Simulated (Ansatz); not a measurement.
Species: ZnI2, net charge 0, singlet state. SMILES: [I][Zn][I]
Geometry from a B3LYP-D3(BJ)/def2-TZVP (Ansatz, a first-principles code) optimisation:
```
Zn
I 1 2.4340
I 1 2.4340 2 180.00
```
Charge 0, spin multiplicity 1.

Task: Give the harmonic wavenumbers at B3LYP-D3(BJ)/def2-TZVP (Ansatz, finite differences of forces, unscaled).

Result: 65, 65, 151, 332 cm⁻¹. Zero-point energy 0.9 kcal/mol.

Task: From these and the geometry, give the ideal-gas thermochemistry at 298.15 K and 1 atm (rigid rotor, harmonic oscillator).

Result: Point group D∞h, rotational symmetry number 2. Rotational constants 0.3361, 0.3361 GHz. S(trans) 43.18, S(rot) 20.13, S(vib) 12.54, S(elec, spin only) 0.00, S 75.8 cal/(mol K). H(298) - H(0) 3.73 kcal/mol; G - E(el) -18.0 kcal/mol.
